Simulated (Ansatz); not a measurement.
`C[NH][Al]([F])[Br]` + H₂ → `C[NH][AlH][F]` + HBr at 700 K and 1 bar (hydrogenolysis of the Al–Br bond).

Gas-phase electronic energies from Ansatz, PBE0-D4/def2-TZVP geometries. CBS: MP2 limit from def2 TZ/QZ plus the TZ coupled-cluster correction, frozen cores. This one scheme is used for every species. For Br outer-core shells are correlated without core-valence functions, which leaves a few kJ/mol of doubt a bond. Scalar relativity is left out up to krypton. One conformer a species, not always the lowest.

```json
{"species": "`C[NH][Al]([F])[Br]`", "CCSD(T)/CBS energy (Eh)": "-3010.47210", "H − E (kJ/mol)": "225.7", "S (J/(mol·K))": "468.7"}
{"species": "H₂", "CCSD(T)/CBS energy (Eh)": "-1.17544", "H − E (kJ/mol)": "46.8", "S (J/(mol·K))": "155.3"}
{"species": "`C[NH][AlH][F]`", "CCSD(T)/CBS energy (Eh)": "-437.67416", "H − E (kJ/mol)": "232.7", "S (J/(mol·K))": "413.5"}
{"species": "HBr", "CCSD(T)/CBS energy (Eh)": "-2573.91920", "H − E (kJ/mol)": "36.5", "S (J/(mol·K))": "223.7"}
```

H − E and S are ideal-gas, rigid-rotor, harmonic terms from PBE0-D4/def2-TZVP, for one conformer and one mirror image of each species. The MP2-based limit puts H₂ 0.8 mEh under its directly extrapolated value; such offsets cancel only in part. 1 Eh = 2625.50 kJ/mol, R = 8.31446 J/(mol·K).

Q: By hand: ΔE, ΔH, ΔS and ΔG.

A: ΔE = (-437.67416) + (-2573.91920) − (-3010.47210) − (-1.17544) = 0.05418 Eh = 142.2 kJ/mol. Δ(H − E) = 232.7 + 36.5 − 225.7 − 46.8 = -3.3, so ΔH = 138.9 kJ/mol. ΔS = 413.5 + 223.7 − 468.7 − 155.3 = 13.2 J/(mol·K). ΔG = 138.9 − 700 × (13.2)/1000 = 129.7 kJ/mol.

Q: By hand: the equilibrium constant, and the temperature at which ΔG would vanish if ΔH and ΔS stayed fixed.

A: log₁₀ K = −ΔG/(RT ln 10) = -9.7. ΔG = 0 at ΔH/ΔS = 10523 K, far beyond where these terms or the molecules hold.

The number of gas molecules stays the same, so ΔS is small and ΔH decides. A doubt of 5 kJ/mol in ΔE shifts log₁₀ K by 0.4 here. Other conformers and mirror images would add mixing entropy, several J/(mol·K) or more a flexible species. These are equilibria of isolated gas molecules and say nothing of rates. Largest T1 diagnostic: 0.012 (customary marks: 0.02 for closed shells, 0.045 for open ones).
